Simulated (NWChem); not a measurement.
Program: NWChem. System: CH₅Al, charge 0, spin multiplicity 1, at a geometry optimised with PBE0/def2-SVP. The structure started from a generated list of species. Level: EOM-CCSD/def2-SVPD, 6 core orbitals frozen.

Part of the output:

```
             Northwest Computational Chemistry Package (NWChem) 7.3.0
             --------------------------------------------------------

                                NWChem Input Module
                                -------------------

 Scaling coordinates for geometry "geometry" by  1.889725989
 (inverse scale =  0.529177249)

                             Geometry "geometry" -> ""
                             -------------------------

 Output coordinates in angstroms (scale by  1.889725989 to convert to a.u.)

  No.       Tag          Charge          X              Y              Z
 ---- ---------------- ---------- -------------- -------------- --------------
    1 Al                  13.0000     0.01071800    -0.34824300    -0.62633500
    2 H                    1.0000    -1.33007400    -0.49359600    -1.47618700
    3 H                    1.0000     1.35995600    -0.95854700    -1.21584600
    4 C                    6.0000    -0.01354400     0.59273000     1.08845900
    5 H                    1.0000    -0.06678200     1.68327900     0.91633400
    6 H                    1.0000     0.88219800     0.40498300     1.70075800
    7 H                    1.0000    -0.90337400     0.33465400     1.68654700

 Effective nuclear repulsion energy (a.u.)      50.4100236190

            Nuclear Dipole moment (a.u.)
            ----------------------------
        X                 Y               Z
 ---------------- ---------------- ----------------
    -0.0000113384    -0.0000113384     0.0000094486


 Summary of "ao basis" -> "" (spherical)
 ------------------------------------------------------------------------------
       Tag                 Description            Shells   Functions and Types
 ---------------- ------------------------------  ------  ---------------------
 *                         def2-svpd                  on all atoms

 Summary of "ao basis" -> "ao basis" (spherical)
 ------------------------------------------------------------------------------
       Tag                 Description            Shells   Functions and Types
 ---------------- ------------------------------  ------  ---------------------
 Al                        def2-svpd                10       24   5s3p2d
 H                         def2-svpd                 4        8   2s2p
 C                         def2-svpd                 8       20   4s2p2d

                                 NWChem SCF Module
                                 -----------------
[...]
   0.0012064099981   0.2088267974203    5.68247
   0.0085272923213   0.2778537756445    7.56079     1.6     1.6

 Iteration   9 using   27 trial vectors
   0.0002297486169   0.2053040859701    5.58661
   0.0006075122824   0.2088306270689    5.68257
   0.0040199657062   0.2779398528024    7.56313     1.6     1.6

 Iteration  10 using   30 trial vectors
   0.0001107845672   0.2053046214775    5.58663
   0.0003642512214   0.2088269883711    5.68247
   0.0023847376891   0.2778971974978    7.56197     1.6     1.6

 Iteration  11 using   33 trial vectors
   0.0000516611590   0.2053044120121    5.58662
   0.0001766358274   0.2088258417887    5.68244
   0.0013916111527   0.2778760353013    7.56139     1.7     1.7

 Iteration  12 using   36 trial vectors
   0.0000232948370   0.2053044028827    5.58662
   0.0000952367441   0.2088258203105    5.68244
   0.0009511246373   0.2778917987467    7.56182     1.7     1.7

 Iteration  13 using   39 trial vectors
   0.0000105368022   0.2053043683643    5.58662
   0.0000470951045   0.2088259327764    5.68245
   0.0007214481394   0.2778859733239    7.56167     1.7     1.7

 Iteration  14 using   42 trial vectors
   0.0000046339184   0.2053043353879    5.58662
   0.0000208578837   0.2088260380480    5.68245
   0.0004846545081   0.2778816381118    7.56155     1.7     1.7

 Iteration  15 using   44 trial vectors
   0.0000044291144   0.2053043370906    5.58662
   0.0000098065414   0.2088261098611    5.68245
   0.0003060970198   0.2778870972641    7.56170     1.2     1.2

 Iteration  16 using   45 trial vectors
   0.0000043898652   0.2053043375617    5.58662
   0.0000094265070   0.2088261120902    5.68245
   0.0002204829781   0.2778861308470    7.56167     0.8     0.8

 Iteration  17 using   46 trial vectors
   0.0000043277263   0.2053043378514    5.58662
   0.0000093327786   0.2088261118435    5.68245
   0.0001655825411   0.2778850166282    7.56164     0.8     0.8

 Iteration  18 using   47 trial vectors
   0.0000042749027   0.2053043377786    5.58662
   0.0000093245387   0.2088261116592    5.68245
   0.0001040455557   0.2778849380963    7.56164     0.8     0.8

 Iteration  19 using   48 trial vectors
   0.0000042630888   0.2053043377391    5.58662
   0.0000093426310   0.2088261122853    5.68245
   0.0000615309717   0.2778846663075    7.56163     0.8     0.8

 Iteration  20 using   49 trial vectors
   0.0000042686497   0.2053043377679    5.58662
   0.0000093385216   0.2088261115822    5.68245
   0.0000373636463   0.2778846240726    7.56163     0.8     0.8

 Iteration  21 using   50 trial vectors
   0.0000042596791   0.2053043376877    5.58662
   0.0000092752121   0.2088261083927    5.68245
   0.0000250951655   0.2778848389152    7.56163     0.9     0.9

 Iteration  22 using   51 trial vectors
   0.0000042472853   0.2053043374296    5.58662
   0.0000091375375   0.2088261053070    5.68245
   0.0000140979495   0.2778848596856    7.56163     0.9     0.9

 Iteration  23 using   52 trial vectors
   0.0000042279353   0.2053043372394    5.58662
   0.0000090552996   0.2088261037894    5.68245
   0.0000076423414   0.2778848014385    7.56163     0.8     0.8
 --------------------------------------------------------------
 Iterations converged
 ------------------

 Excited state root  1
 Excitation energy / hartree =        0.205304337239419
                   / eV      =        5.586617641669807
 largest EOMCCSD amplitudes: R1 and R2

 Singles contributions
    13a   (alpha) ---    12a   (alpha)       -0.8852912431
    14a   (alpha) ---    12a   (alpha)        0.1151367729

 Doubles contributions
 ------------------

 Excited state root  2
 Excitation energy / hartree =        0.208826103789364
                   / eV      =        5.682449826232082
 largest EOMCCSD amplitudes: R1 and R2

 Singles contributions
    13a   (alpha) ---    11a   (alpha)        0.8945479808
    14a   (alpha) ---    11a   (alpha)       -0.1211041080

 Doubles contributions
 ------------------

 Excited state root  3
 Excitation energy / hartree =        0.277884801438492
                   / eV      =        7.561633402112647
 largest EOMCCSD amplitudes: R1 and R2

 Singles contributions
    14a   (alpha) ---    12a   (alpha)        0.7332472522
    15a   (alpha) ---    12a   (alpha)       -0.4716539260
    16a   (alpha) ---    12a   (alpha)        0.1621052213
    24a   (alpha) ---    12a   (alpha)       -0.1415451347
    25a   (alpha) ---    12a   (alpha)       -0.1101538470

 Doubles contributions

 Task  times  cpu:       38.9s     wall:       38.9s

 Total times  cpu:       38.9s     wall:       38.9s
```

### Question
Write an NWChem input that would produce this output.

### Answer
Several could match; the one computed here: 
```
start mol
memory heap 100 mb stack 700 mb global 1900 mb
geometry units angstroms nocenter noautoz noautosym
  Al     0.010718    -0.348243    -0.626335
  H     -1.330074    -0.493596    -1.476187
  H      1.359956    -0.958547    -1.215846
  C     -0.013544     0.592730     1.088459
  H     -0.066782     1.683279     0.916334
  H      0.882198     0.404983     1.700758
  H     -0.903374     0.334654     1.686547
end
basis spherical
  * library def2-svpd
end
scf
  rhf
  nopen 0
  maxiter 100
  thresh 1e-7
  semidirect memsize 60000000 filesize 0
end
tce
  freeze core 6
  ccsd
  nroots 3
  2eorb
  2emet 13
  thresh 1e-5
  maxiter 200
  tilesize 24
end
task tce energy
```
